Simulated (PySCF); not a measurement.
Here is a job for PySCF.
```python
from pyscf import gto, scf, dft

mol = gto.Mole()
mol.atom = '''
    C     1.171013    0.004751   -0.092470
    N     0.446365    1.083380   -0.115987
    C    -0.856665    0.747767    0.092638
    N    -0.942221   -0.666660    0.207449
    N     0.377843   -1.083067    0.014059
    H     2.229201   -0.057500   -0.215749
    H    -1.680901    1.382009   -0.145967
    H    -1.608295   -1.175186   -0.377944
'''
mol.basis = 'sto-3g'
mol.charge = 0
mol.spin = 2
mol.verbose = 3
mol.build()

mf = dft.UKS(mol)
mf.xc = 'tpss'
mf.kernel()
mf.analyze()
```

Task: Give the HOMO energy at the level PySCF with TPSS/STO-3G.

Result: -0.13 eV

Task: Estimate the total energy that TPSS/STO-3G returns for this input.

Result: -239.0466 Eh

Task: Estimate the number of basis functions that TPSS/STO-3G returns for this input.

Result: 28

Task: What dipole moment does TPSS/STO-3G give?

Result: 1.36 D

Task: What <S^2> does TPSS/STO-3G give?

Result: 2.013

Task: Give the nuclear repulsion energy at the level TPSS/STO-3G.

Result: 163.0732 Eh

These values belong to the state on which the SCF converged, which isn't shown to be the lowest.
